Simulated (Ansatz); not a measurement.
Consider the ligand exchange at the Si–N bond: `[SiH3]N1[SiH2]P1` + `CC[SiH2]O` → `CC[SiH2]O[SiH3]` + `N1[SiH2]P1`.

Computed with Ansatz on PBE0-D4/def2-TZVP structures; ΔE is electronic, products minus reactants. CBS: MP2 limit from def2 TZ/QZ plus the TZ coupled-cluster correction, frozen cores. DFT in def2-TZVPP. B3LYP here is the variant with VWN-RPA as its local correlation; programs differ in this. One conformer a species, not always the lowest.

Q: Is it downhill or uphill in electronic energy at CCSD(T)/CBS, and by how much? (Estimate.)

A: The calculation gave: Downhill: ΔE = -0.34 eV.

Q: What do these levels give: r2SCAN-D4, PBE0-D4, B3LYP-D4, ωB97M-V, B2PLYP, PBE, PBE0, MP2/def2-TZVPP, CCSD(T)/def2-TZVPP, HF/def2-QZVPP, SCS-MP2/def2-QZVPP, HF/CBS(def2)? (Best estimate.)

A: Ansatz gave: r2SCAN-D4 -0.35, PBE0-D4 -0.31, B3LYP-D4 -0.35, ωB97M-V -0.34, B2PLYP -0.35, PBE -0.30, PBE0 -0.32, MP2/def2-TZVPP -0.29, CCSD(T)/def2-TZVPP -0.33, HF/def2-QZVPP -0.44, SCS-MP2/def2-QZVPP -0.34, HF/CBS(def2) -0.44 eV.

Largest T1 diagnostic among the species: 0.015.

In def2-TZVPP, CCSD(T) changes the Hartree–Fock value by +0.10 eV (the triples alone add +0.02 eV) and MP2 by +0.13 eV.
